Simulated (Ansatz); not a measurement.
Two isomers of CH5NSSi: A = `N[SiH2]C=S`, B = `C1N[SiH2]S1`.

Computed with Ansatz on PBE0-D4/def2-TZVP structures; ΔE is electronic, products minus reactants. CBS: MP2 limit from def2 TZ/QZ plus the TZ coupled-cluster correction, frozen cores. DFT in def2-TZVPP. B3LYP here is the variant with VWN-RPA as its local correlation; programs differ in this. One conformer a species, not always the lowest.

Which is lower in electronic energy at CCSD(T)/CBS, and by how much? (Estimate.)

Computed: B, by 12.6 kcal/mol.

Give E(B) − E(A) in kcal/mol with CCSD/def2-TZVPP, ωB97M-V, B2PLYP, CCSD(T)/def2-SVP, B3LYP-D4, HF/def2-TZVPP, LDA (SPW92). (An estimate is asked.)

Ansatz gave: CCSD/def2-TZVPP -12.8, ωB97M-V -14.5, B2PLYP -11.4, CCSD(T)/def2-SVP -11.7, B3LYP-D4 -11.1, HF/def2-TZVPP -12.9, LDA (SPW92) -18.5. None reverses the order clearly.

Does the order hold for the free energy at 298.15 K (harmonic terms from PBE0-D4)? (Estimate.)

Computed: Yes: G(B) − G(A) = -9.1 kcal/mol, for one conformer each.

Largest T1 diagnostic: 0.014.

Leaving LDA and LC-ωPBE aside and taking each functional with its dispersion term where it has one, the values, not all of them listed here, spread over 9.7 kcal/mol, from PBE-QIDH to BLYP-D4. LDA lies −4.2 kcal/mol from PBE without D4. At CCSD(T), def2-SVP lies +0.9 kcal/mol from the extrapolated value and def2-TZVPP +0.6 kcal/mol.
